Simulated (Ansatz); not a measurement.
## Redistribution: SiH2Br2 + SiH(SiH3)Br2 → SiH2(SiH3)Br + SiHBr3

Species: SiH2Br2 (dibromosilane) `Br[SiH2]Br`, singlet; SiH(SiH3)Br2, singlet; SiH2(SiH3)Br, singlet; SiHBr3 `Br[SiH](Br)Br`, singlet. The partners trade Br for SiH3; both sit on Si, so the bond types are kept.

Shapes, held fixed at every level: PBE0-D4/def2-TZVP. Programs: Ansatz 0.2.0. The zero-point and thermal change to 298 K, harmonic and unscaled (PBE0-D4/def2-TZVP), is -0.7 kJ/mol.

```
                level                    kind  ΔH(298 K) (kJ/mol)  less CCSD(T)/def2-TZVPP
 r2SCAN-D4/def2-TZVPP                meta-GGA                +3.8                     -0.5
  B3LYP-D4/def2-TZVPP           global hybrid                +4.7                     +0.4
   PBE0-D4/def2-TZVPP           global hybrid                +3.8                     -0.5
r2SCAN0-D4/def2-TZVPP           global hybrid                +4.3                      0.0
   wB97X-V/def2-TZVPP  range-separated hybrid                +4.3                      0.0
    B2PLYP/def2-TZVPP           double hybrid                +5.0                     +0.7
     CCSD(T)/def2-SVP   coupled cluster or CI                +3.8                     -0.5
   CCSD(T)/def2-TZVPP   coupled cluster or CI                +4.3                      0.0
```

The highest level, CCSD(T)/def2-TZVPP, gives ΔH(298 K) = +4.3 kJ/mol; the levels span +3.8 to +5.0. The column of differences is taken from that level and isn't an error. No measured value is set beside it here. Relativity is left out for Br. Outer-core shells of Br are correlated, in sets that cover them unevenly.
